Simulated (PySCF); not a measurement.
## Palladium: a sound run and one with changed settings

Sound run: Pd [Kr] 4d10, Pd⁺ [Kr] 4d9. Computed with PySCF 2.14 in aug-cc-pVDZ-PP with ECP28MDF (5s5p4d2f, 54 functions), with a scalar-relativistic core potential. The sound run starts from symmetry-adapted Hartree-Fock orbitals and uses a fine grid where one is needed.

Changed run: basis STO-3G, all-electron and non-relativistic. This setting is unsound on purpose.

```tsv
species	method	sound run (hartree)	changed run (hartree)	converged
Pd	UHF	-126.60791	-4888.59991	yes
Pd	B3LYP	-127.49121	-4890.42700	yes
Pd	PBE0	-127.43373	-4890.18435	yes
Pd⁺	UHF	-126.37647	-4888.95469	yes
Pd⁺	B3LYP	-127.17376	-4890.73395	yes
Pd⁺	PBE0	-127.12441	-4890.48697	yes
```

Ionisation energy of Pd:

```tsv
method	sound run (eV)	changed run (eV)
UHF	6.298	-9.654
B3LYP	8.638	-8.353
PBE0	8.417	-8.235
```

A minimal basis cannot let orbitals breathe on ionisation and holds almost no correlation. The Hamiltonian changed with the basis, so the totals do not compare. A negative ionisation energy or a positive MP2 energy shows that the occupation asked for is not the lowest one in this basis.

For comparison, NIST gives 8.337 eV between the lowest levels.
